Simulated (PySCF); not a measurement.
**Broadened absorption spectrum of Al(H2O)F3**

Al(H2O)F3.
SMILES: `[OH2]->[Al]([F])([F])[F]`

Computed, not measured: TDDFT B3LYP/def2-SVPD, vertical, gas phase, core orbitals frozen in the response in PySCF. Geometry: PBE0-D3(BJ)/def2-SVP; no solvent, vibrations or thermal averaging.

Broadening: Gaussians 0.4 eV wide at half height, area fixed by f = 4.319×10⁻⁹ ∫ε dν̃. The cross-section is σ = 3.8235×10⁻²¹ ε cm², given in Mb (10⁻¹⁸ cm²). The width is an assumption, not a result. The curve ends short of the highest state used, and states not computed would add to its high-energy end.

E (eV), σ (Mb) and a bar:
```
     7.46       0.00 
     7.50       0.00 
     7.54       0.00 
     7.58       0.00 
     7.62       0.00 
     7.67       0.00 
     7.71       0.01 
     7.75       0.01 
     7.79       0.03 
     7.83       0.05 
     7.87       0.10 
     7.91       0.19 
     7.96       0.36 
     8.00       0.58 
     8.04       0.90 #
     8.08       1.32 #
     8.12       1.85 #
     8.16       2.50 ##
     8.21       3.47 ###
     8.25       4.41 ###
     8.29       5.55 ####
     8.33       7.02 #####
     8.37       8.95 #######
     8.41      11.50 #########
     8.46      15.73 ############
     8.50      19.92 ###############
     8.54      24.61 ###################
     8.58      29.38 #######################
     8.62      33.69 ##########################
     8.66      36.92 #############################
     8.71      38.68 ##############################
     8.75      37.95 #############################
     8.79      35.36 ###########################
     8.83      31.28 ########################
     8.87      26.27 ####################
     8.91      20.93 ################
     8.95      15.85 ############
     9.00      10.46 ########
     9.04       7.18 ######
     9.08       4.87 ####
     9.12       3.46 ###
     9.16       2.83 ##
     9.20       2.84 ##
     9.25       3.55 ###
     9.29       4.53 ####
     9.33       5.70 ####
     9.37       6.93 #####
     9.41       8.06 ######
     9.45       8.95 #######
     9.50       9.56 #######
     9.54       9.61 #######
     9.58       9.32 #######
     9.62       8.78 #######
     9.66       8.13 ######
     9.70       7.51 ######
     9.75       6.97 #####
```

Task: Locate the maxima and give the states behind the curve.

Result: 142 nm (8.71 eV), ε about 10000, made up of S4 (59%), S5 (15%) and S6 (24%); 130 nm (9.53 eV), ε about 2500, made up of S7 (81%) and S9 (16%) (ε in L mol⁻¹ cm⁻¹; maxima over ε = 5, shares over 10%). The states used: S1 8.06 eV (f 0.0000); S2 8.32 eV (f 0.013); S3 8.50 eV (f 0.0039); S4 8.69 eV (f 0.089); S5 8.75 eV (f 0.023); S6 8.77 eV (f 0.038); S7 9.48 eV (f 0.031); S8 9.63 eV (f 0.0003); S9 9.67 eV (f 0.0086); S10 9.94 eV (f 0.015); S11 10.07 eV (f 0.0066); S12 10.25 eV (f 0.043); S13 10.29 eV (f 0.0005); S14 10.31 eV (f 0.030); S15 10.35 eV (f 0.041).

Task: What would ε be at 8.71 eV, the highest of these maxima, with half the width (0.2 eV)?

Result: About 18800 L mol⁻¹ cm⁻¹ against 10100, a factor of about 1.9; a lone state at its own centre would give exactly 2.

Task: Coming from long wavelengths, where does ε first pass 100 L mol⁻¹ cm⁻¹?

Result: At about 156 nm (7.97 eV), 0.09 eV below S1.
